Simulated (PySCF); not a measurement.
Simulation results for C2H7OSi, CH8OSi2, CH6BO

Calculation on a computer-drawn molecule: optimised geometry and harmonic frequencies of an isolated molecule of the commonest isotopes, restricted reference for singlets and unrestricted otherwise, frozen core in MP2. Program: PySCF 2.14.0.

Common to all runs: multiplicity 1; method HF.

```json
{"entry": 1, "formula": "C2H7OSi", "start_structure": {"atoms_angstrom": [["C", -1.8588, -0.5732, -1.5455], ["O", -0.7776, -1.1737, -2.0253], ["Si", 0.6967, -1.7561, -1.7085], ["C", 1.4848, -1.8787, 0.0308], ["H", -2.391, -1.1445, -0.8323], ["H", -1.6628, 0.4514, -1.1201], ["H", -2.5146, -0.3876, -2.4792], ["H", 1.1179, -2.253, -3.0092], ["H", 1.5178, -0.9514, 0.445], ["H", 2.4685, -2.2992, -0.0269], ["H", 0.8908, -2.568, 0.6753]]}, "given": {"charge": 1, "basis": "cc-pV(D+d)Z", "drawn_bonds_atom": [1, 2, 3, 1, 1, 1, 3, 4, 4, 4], "drawn_bonds_other_atom": [2, 3, 4, 5, 6, 7, 8, 9, 10, 11], "drawn_bonds_order": [1, 1, 1, 1, 1, 1, 1, 1, 1, 1]}, "results": {"optimised_atom_element": ["C", "O", "Si", "C", "H", "H", "H", "H", "H", "H", "H"], "optimised_atom_x [angstrom]": [-1.851, -0.832, 0.5196, 1.445, -2.783, -1.593, -1.906, 1.004, 0.9473, 2.444, 1.577], "optimised_atom_y [angstrom]": [-0.4585, -1.381, -2.054, -1.765, -1.011, -0.06234, 0.333, -2.964, -1.057, -1.392, -2.722], "optimised_atom_z [angstrom]": [-1.546, -1.992, -1.63, -0.08354, -1.509, -0.5684, -2.285, -2.659, 0.5793, -0.3347, 0.4328], "modes_frequency [cm^-1]": [65.61, 71.5, 121.1, 204.2, 312.8, 539.6, 683.9, 771.3, 845.0, 864.3, 996.7, 1249, 1267, 1298, 1399, 1516, 1519, 1583, 1590, 1598, 2468, 3164, 3240, 3244, 3299, 3356, 3375], "modes_reduced_mass [dalton]": [1.063, 1.031, 2.927, 3.808, 3.638, 1.1, 3.075, 1.761, 1.373, 2.424, 1.354, 1.701, 1.24, 3.056, 1.245, 1.048, 1.048, 1.046, 1.129, 1.075, 1.045, 1.037, 1.028, 1.099, 1.102, 1.111, 1.113], "rotational_constants [GHz]": [13.63, 3.438, 2.843], "total_energy [hartree]": -443.3921, "convergence_status_largest_gradient_component [hartree/bohr]": 2.434e-06}}
{"entry": 2, "formula": "CH8OSi2", "start_structure": {"atoms_angstrom": [["C", -2.2292, 0.0449, -2.0866], ["O", -1.6892, 0.5823, -0.9621], ["Si", -0.1142, 0.9463, -0.6086], ["Si", 1.2857, -0.8011, -0.9969], ["H", -2.1258, 0.7863, -2.9397], ["H", -1.6476, -0.857, -2.3772], ["H", -3.2352, -0.2417, -1.9413], ["H", -0.4065, 1.4414, 0.7995], ["H", 0.2864, 2.1431, -1.4027], ["H", 0.7571, -2.0581, -0.5476], ["H", 2.5279, -0.6373, -0.1727], ["H", 1.6586, -0.961, -2.3359]]}, "given": {"charge": 0, "basis": "cc-pV(D+d)Z", "drawn_bonds_atom": [1, 2, 3, 1, 1, 1, 3, 3, 4, 4, 4], "drawn_bonds_other_atom": [2, 3, 4, 5, 6, 7, 8, 9, 10, 11, 12], "drawn_bonds_order": [1, 1, 1, 1, 1, 1, 1, 1, 1, 1, 1]}, "results": {"optimised_atom_element": ["C", "O", "Si", "Si", "H", "H", "H", "H", "H", "H", "H", "H"], "optimised_atom_x [angstrom]": [-2.243, -1.756, -0.2245, 1.369, -2.067, -1.781, -3.317, -0.2631, 0.1732, 1.033, 2.711, 1.433], "optimised_atom_y [angstrom]": [0.1095, 0.4199, 0.8887, -0.8323, 0.9258, -0.7997, -0.05587, 1.267, 2.074, -2.034, -0.3475, -1.227], "optimised_atom_z [angstrom]": [-2.216, -0.9392, -0.541, -0.8816, -2.922, -2.611, -2.14, 0.8866, -1.345, -0.07997, -0.4718, -2.312], "modes_frequency [cm^-1]": [58.98, 90.36, 102.5, 174.2, 249.4, 390.1, 426.0, 564.8, 671.3, 774.1, 822.0, 917.8, 988.7, 1022, 1026, 1033, 1231, 1271, 1303, 1598, 1600, 1606, 2275, 2291, 2297, 2301, 2329, 3162, 3226, 3278], "modes_reduced_mass [dalton]": [1.967, 1.073, 1.277, 3.404, 2.866, 1.07, 4.499, 1.381, 1.34, 3.631, 1.185, 1.154, 1.13, 1.035, 1.064, 1.064, 4.65, 1.273, 1.5, 1.139, 1.047, 1.046, 1.039, 1.05, 1.04, 1.033, 1.04, 1.035, 1.107, 1.102], "rotational_constants [GHz]": [7.57, 2.243, 1.871], "total_energy [hartree]": -695.2836, "convergence_status_largest_gradient_component [hartree/bohr]": 3.268e-05}}
{"entry": 3, "formula": "CH6BO", "start_structure": {"atoms_angstrom": [["C", -1.2801, 0.6012, -1.9493], ["B", -0.7038, 1.7646, -0.9116], ["O", 0.8368, 1.869, -1.0856], ["H", -0.7874, -0.4205, -1.6246], ["H", -1.2069, 0.7913, -2.9149], ["H", -2.3738, 0.5, -1.7101], ["H", -1.2452, 2.8937, -1.2158], ["H", -0.8695, 1.564, 0.2987], ["H", 0.9708, 2.0139, -1.9817]]}, "given": {"charge": -1, "basis": "aug-cc-pVDZ", "drawn_bonds_atom": [1, 2, 1, 1, 1, 2, 2, 3], "drawn_bonds_other_atom": [2, 3, 4, 5, 6, 7, 8, 9], "drawn_bonds_order": [1, 1, 1, 1, 1, 1, 1, 1]}, "results": {"optimised_atom_element": ["C", "B", "O", "H", "H", "H", "H", "H", "H"], "optimised_atom_x [angstrom]": [-1.318, -0.6595, 0.8357, -0.8911, -1.149, -2.407, -1.209, -0.8756, 1.014], "optimised_atom_y [angstrom]": [0.5708, 1.766, 1.858, -0.416, 0.7425, 0.4954, 2.867, 1.527, 2.167], "optimised_atom_z [angstrom]": [-1.861, -0.9229, -1.108, -1.627, -2.937, -1.723, -1.224, 0.2853, -1.979], "modes_frequency [cm^-1]": [230.7, 252.2, 360.3, 653.4, 749.7, 872.1, 910.8, 963.6, 1108, 1192, 1227, 1259, 1362, 1551, 1556, 2119, 2259, 3054, 3091, 3110, 4182], "modes_reduced_mass [dalton]": [1.055, 1.122, 2.565, 1.081, 2.271, 2.67, 1.407, 1.67, 1.23, 1.315, 1.331, 1.165, 1.284, 1.054, 1.056, 1.083, 1.063, 1.045, 1.087, 1.099, 1.066], "rotational_constants [GHz]": [30.42, 8.035, 7.126], "total_energy [hartree]": -140.9434, "convergence_status_largest_gradient_component [hartree/bohr]": 3.071e-05}}
```
